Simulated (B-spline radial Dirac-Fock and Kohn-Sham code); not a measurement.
# Relativistic shifts of the levels of Ce⁺

System: Ce⁺, configuration [Xe] 4f1 5d2.

Both columns are ΔSCF binding energies of the configuration average from an atomic code on a B-spline grid: non-relativistic Hartree-Fock with a point nucleus, and Dirac-Fock with a finite nucleus and the Coulomb interaction alone, averaged over the two j levels with weights 2j+1.

```
shell  Hartree-Fock (eV)  Dirac-Fock (eV)  shift (eV)  shift (%)
   1s            38660.8          40610.5    +1949.67      +5.04
   2s             6095.3           6585.6     +490.33      +8.04
   2p             5748.1           5897.7     +149.54      +2.60
   3s             1348.0           1457.5     +109.43      +8.12
   3p             1197.1           1232.8      +35.64      +2.98
   3d              918.7            905.9      -12.79      -1.39
   4s              289.8            314.0      +24.17      +8.34
   4p              231.4            238.0       +6.59      +2.85
   4d              127.5            124.0       -3.56      -2.79
   4f              17.36            13.79       -3.57     -20.57
   5s              48.92            52.82       +3.90      +7.97
   5p              31.18            31.88       +0.70      +2.23
   5d              10.27             9.87       -0.40      -3.90
```

Relativity binds 1s, 2s, 2p, 3s, 3p, 4s, 4p, 5s, 5p more strongly, among those listed most of all 4s in relative terms, and 3d, 4d, 4f, 5d more weakly, because the contracted s and p shells screen the nucleus better.

Values without a named source are computed, but for edge energies of neutral atoms, which are taken from tables.
